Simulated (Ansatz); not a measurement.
```yaml
crystal:
  periodic: [false, false, false]
  atoms:
    - {symbol: C, position_ang: [2.771011, -0.292067, -0.382329]}
    - {symbol: N, position_ang: [1.327259, -0.339148, -0.318803]}
    - {symbol: C, position_ang: [0.822639, -1.676420, -0.124126]}
    - {symbol: Si, position_ang: [0.479190, 1.128000, -0.666267]}
    - {symbol: N, position_ang: [-1.098441, 0.885257, 0.000548]}
    - {symbol: C, position_ang: [-1.521783, 0.047734, 1.096075]}
    - {symbol: C, position_ang: [-2.152362, 1.751802, -0.478013]}
    - {symbol: H, position_ang: [3.227504, -0.558208, 0.579917]}
    - {symbol: H, position_ang: [3.159724, -0.985142, -1.139961]}
    - {symbol: H, position_ang: [3.101636, 0.718262, -0.639325]}
    - {symbol: H, position_ang: [1.025600, -2.060008, 0.885426]}
    - {symbol: H, position_ang: [-0.251650, -1.714282, -0.297857]}
    - {symbol: H, position_ang: [1.300538, -2.364671, -0.833282]}
    - {symbol: H, position_ang: [-2.223162, -0.736714, 0.779467]}
    - {symbol: H, position_ang: [-0.666229, -0.427050, 1.573910]}
    - {symbol: H, position_ang: [-2.035057, 0.653038, 1.854454]}
    - {symbol: H, position_ang: [-2.966068, 1.180592, -0.943563]}
    - {symbol: H, position_ang: [-1.757650, 2.441434, -1.229501]}
    - {symbol: H, position_ang: [-2.584400, 2.343492, 0.339730]}
basis:
  gaussian: {orbitals: ANO-RCC-VTZP}
hamiltonian: {xc: {name: CAM-B3LYP}, dispersion: d3bjatm}
charge: 1
output: {forces: true}
```

```sh
$ ansatz run in.yaml --threads 2 --pin off --events-out ev --progress --plain --max-ram 32768MiB --backend cuda --devices 0, --max-vram 18GiB
```

(1) How does Ansatz answer? (Estimate.)

Answers

(1) The calculation gave: The input was rejected before any iteration.
```
Error: YAML parse error: error: line 26 column 1: unknown field `charge`, expected one of crystal, accuracy, basis, kpoints, hamiltonian, magnetization, projection, total_charge, correlation, batch, efield, external_charges, scf, relax, neb, saddle, md, ramp, phonons, dielectric, real_time, elastic, magnetic_configurations, gw, evaluate, workflow, output, checkpoint, execution
  --> <input>:26:1
   |
24 |   gaussian: {orbitals: ANO-RCC-VTZP}
25 | hamiltonian: {xc: {name: CAM-B3LYP}, dispersion: d3bjatm}
26 | charge: 1
   | ^ unknown field `charge`, expected one of crystal, accuracy, basis, kpoints, hamiltonian, magnetization, projection, total_charge, correlation, batch, efield, external_charges, scf, relax, neb, saddle, md, ramp, phonons, dielectric, real_time, elastic, magnetic_configurations, gw, evaluate, workflow, output, checkpoint, execution
27 | output: {forces: true}
   |
```
